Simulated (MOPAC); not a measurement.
Job for MOPAC: PM7 on AlH4NO2 (SMILES [NH2][Al]([OH])[OH]), a point of a torsion scan.

```
PM7 1SCF PRECISE CHARGE=0 THREADS=1
AlH4NO2

N      1.46322104 1    -0.05898941 1     0.22809095 1
Al    -0.27524741 1     0.17910312 1    -0.05035880 1
O     -1.38511521 1    -1.03441404 1     0.11266281 1
O     -0.73075697 1     1.70174915 1    -0.48792621 1
H      2.14341056 1     0.67540723 1     0.13051176 1
H      1.90868626 1    -0.91944838 1     0.49991607 1
H     -1.62335661 1    -1.92776368 1     0.30570718 1
H     -1.37907647 1     2.34585139 1    -0.73027710 1
```

Program output:

```
*******************************************************************************
 **                                                                           **
 **                              MOPAC v23.2.5                                **
 **                                                                           **
 *******************************************************************************
 ** MOPAC's Digital Object Identifier: https://doi.org/10.5281/zenodo.6511958 **
 **                                                                           **
 ** Please cite the open-source release paper for use of this MOPAC version:  **
 ** J. E. Moussa and J. J. P. Stewart (2026)                                  **
 ** MOPAC: An open-source semiempirical molecular orbital program             **
 ** J. Open Source Softw., 11(119), 8025, https://doi.org/10.21105/joss.08025 **
 *******************************************************************************

                              PM7 CALCULATION RESULTS

 *******************************************************************************
 *  PM7        - The PM7 Hamiltonian to be used
 *
 *
 *
 *                 CHARGE ON SYSTEM = 0
 *
 *
 *
 *  PRECISE    - TIGHTER CRITERIA TO BE USED
 *  1SCF       - DO 1 SCF AND THEN STOP
 *  THREADS=1  - MULTI-THREADING NOT USED
 *  T=         - A TIME OF 172800.0 SECONDS REQUESTED
 *  DUMP=N     - RESTART FILE WRITTEN EVERY 7200.0 SECONDS REQUESTED
 *******************************************************************************
PM7 1SCF PRECISE CHARGE=0 THREADS=1
 AlH4NO2

   ATOM   CHEMICAL          X               Y               Z
  NUMBER   SYMBOL      (ANGSTROMS)     (ANGSTROMS)     (ANGSTROMS)

     1       N          1.46322104  *  -0.05898941  *   0.22809095  *
     2      Al         -0.27524741  *   0.17910312  *  -0.05035880  *
     3       O         -1.38511521  *  -1.03441404  *   0.11266281  *
     4       O         -0.73075697  *   1.70174915  *  -0.48792621  *
     5       H          2.14341056  *   0.67540723  *   0.13051176  *
     6       H          1.90868626  *  -0.91944838  *   0.49991607  *
     7       H         -1.62335661  *  -1.92776368  *   0.30570718  *
     8       H         -1.37907647  *   2.34585139  *  -0.73027710  *



          CARTESIAN COORDINATES

    NO.       ATOM           X           Y           Z

     1         N          1.4632     -0.0590      0.2281
     2        Al         -0.2752      0.1791     -0.0504
     3         O         -1.3851     -1.0344      0.1127
     4         O         -0.7308      1.7017     -0.4879
     5         H          2.1434      0.6754      0.1305
     6         H          1.9087     -0.9194      0.4999
     7         H         -1.6234     -1.9278      0.3057
     8         H         -1.3791      2.3459     -0.7303

 General Reference for PM7:
 "Optimization of Parameters for Semiempirical Methods VI: More Modifications to the
 NDDO Approximations and Re-optimization of Parameters", J. J. P. Stewart, J. Mol. Mod., 1:32, 19 (2013)
 https://link.springer.com/article/10.1007/s00894-012-1667-x

           Empirical Formula: H4 N O2 Al  =     8 atoms



      MOLECULAR POINT GROUP   :   Cs


      RHF CALCULATION, NO. OF DOUBLY OCCUPIED LEVELS = 12


 -------------------------------------------------------------------------------
 PM7 1SCF PRECISE CHARGE=0 THREADS=1
 AlH4NO2



     1SCF WAS SPECIFIED, SO BFGS WAS NOT USED
     SCF FIELD WAS ACHIEVED


                              PM7 CALCULATION
                                                       MOPAC v23.2.5 Linux




          FINAL HEAT OF FORMATION =       -186.80457 KCAL/MOL =    -781.59030 KJ/MOL


          COSMO AREA              =        104.78 SQUARE ANGSTROMS
          COSMO VOLUME            =         88.27 CUBIC ANGSTROMS

          IONIZATION POTENTIAL    =         10.189514 EV
          HOMO LUMO ENERGIES (EV) =        -10.190  3.269
          NO. OF FILLED LEVELS    =         12
          MOLECULAR WEIGHT        =         77.0186         POINT GROUP:  Cs

          MOLECULAR DIMENSIONS (Angstroms)

            Atom       Atom       Distance
            H     8    H     6     4.79426
            H     7    H     5     4.51776
            N     1    H     8     0.00070


          SCF CALCULATIONS        =          1





   ATOM   CHEMICAL          X               Y               Z
  NUMBER   SYMBOL      (ANGSTROMS)     (ANGSTROMS)     (ANGSTROMS)

     1       N          1.46322104  *  -0.05898941  *   0.22809095  *
     2      Al         -0.27524741  *   0.17910312  *  -0.05035880  *
     3       O         -1.38511521  *  -1.03441404  *   0.11266281  *
     4       O         -0.73075697  *   1.70174915  *  -0.48792621  *
     5       H          2.14341056  *   0.67540723  *   0.13051176  *
     6       H          1.90868626  *  -0.91944838  *   0.49991607  *
     7       H         -1.62335661  *  -1.92776368  *   0.30570718  *
     8       H         -1.37907647  *   2.34585139  *  -0.73027710  *

                             CARTESIAN COORDINATES

   1    N        1.463221040    -0.058989410     0.228090950
   2   Al       -0.275247410     0.179103120    -0.050358800
   3    O       -1.385115210    -1.034414040     0.112662810
   4    O       -0.730756970     1.701749150    -0.487926210
   5    H        2.143410560     0.675407230     0.130511760
   6    H        1.908686260    -0.919448380     0.499916070
   7    H       -1.623356610    -1.927763680     0.305707180
   8    H       -1.379076470     2.345851390    -0.730277100


           Empirical Formula: H4 N O2 Al  =     8 atoms



      MOLECULAR POINT GROUP   :   Cs


                  EIGENVALUES
 -35.48079 -29.70256 -28.45224 -18.15796 -17.71515 -16.40172 -14.27843 -13.80665
 -13.56759 -13.38456 -12.22600 -10.18951   3.26946   3.91833   4.22770   5.17120
   5.77970   5.87086   6.43297   7.90073  20.18487  20.36933  21.25194  23.99692
  24.45280


              NET ATOMIC CHARGES AND DIPOLE CONTRIBUTIONS

  ATOM NO.   TYPE          CHARGE      No. of ELECS.   s-Pop       p-Pop       d-Pop
    1          N          -0.724515        5.7245     1.51071     4.21381
    2         Al           0.633245        2.3668     0.21051     1.22261     0.93363
    3          O          -0.614277        6.6143     1.60153     5.01274
    4          O          -0.619268        6.6193     1.59714     5.02213
    5          H           0.283787        0.7162     0.71621
    6          H           0.273522        0.7265     0.72648
    7          H           0.384190        0.6158     0.61581
    8          H           0.383315        0.6167     0.61669
 DIPOLE           X         Y         Z       TOTAL
 POINT-CHG.     0.226    -0.785     0.226     0.848
 HYBRID        -0.072    -0.181     0.037     0.198
 SUM            0.153    -0.966     0.263     1.013


          ATOMIC ORBITAL ELECTRON POPULATIONS

     Atom    s        px        py        pz      x^2-y^2     xz        z^2       yz        xy
    1  N   1.51071   1.34695   1.18560   1.68125
    2 Al   0.21051   0.45599   0.40134   0.36528   0.25933   0.16915   0.11917   0.15231   0.23366
    3  O   1.60153   1.77415   1.45267   1.78592
    4  O   1.59714   1.62463   1.62214   1.77536
    5  H   0.71621
    6  H   0.72648
    7  H   0.61581
    8  H   0.61669

 **********************
 *                    *
 * JOB ENDED NORMALLY *
 *                    *
 **********************




 == MOPAC DONE ==
```

The run finished.

Cost: very roughly 0.03 core-seconds.
